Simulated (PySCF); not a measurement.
An unknown gives this computed stick spectrum. Theory: TDDFT PBE0/def2-SVPD, vertical, gas phase, core orbitals frozen in the response in PySCF. Geometries: GFN2-xTB, one conformer each.

```csv
state,λ (nm),f
S1,223.4,0.137
S2,208.1,0.072
S3,200.9,0.023
S4,198.0,0.011
S5,194.2,0.029
S6,190.2,0.039
```

Task: Which candidate is it?
A. `CC1=C(C=O)C=CP=C1`
B. `Cc1cpccc1F`
C. `C#CCP(C)C(=C)C`

Result: C. Its S1, at 5.55 eV, is the highest among the candidates; the nearest of the others has S1 at 4.79 eV. S1 is HOMO→LUMO (93%). Löwdin shares by element: HOMO phosphorus 44%, carbon 37% or more (atoms not listed hold the other 18%); LUMO carbon 55% or more, phosphorus 13%, hydrogen 6% or more (atoms not listed hold the other 27%). At the same level the other candidates give, for their lowest levels:
- `Cc1cpccc1F`: 259 nm (f 0.016); 242 nm (f 0.017); 241 nm (f 0.113); 229 nm (f 0.000); 204 nm (f 0.293); T1 3.18 eV; HOMO -7.00, LUMO -1.44 eV
- `Cc1cpccc1C=O`: 368 nm (f 0.000); 289 nm (f 0.011); 287 nm (f 0.049); 275 nm (f 0.270); 226 nm (f 0.000); T1 2.75 eV; HOMO -7.48, LUMO -2.64 eV

The values belong to the conformer `[CH:1]#[C:2][CH2:3][P:4]([CH3:5])[C:6](=[CH2:7])[CH3:8]`: C2–C3–P4–C5 52°, C3–P4–C6–C7 -32°.
Triplets come from the Tamm–Dancoff approximation.
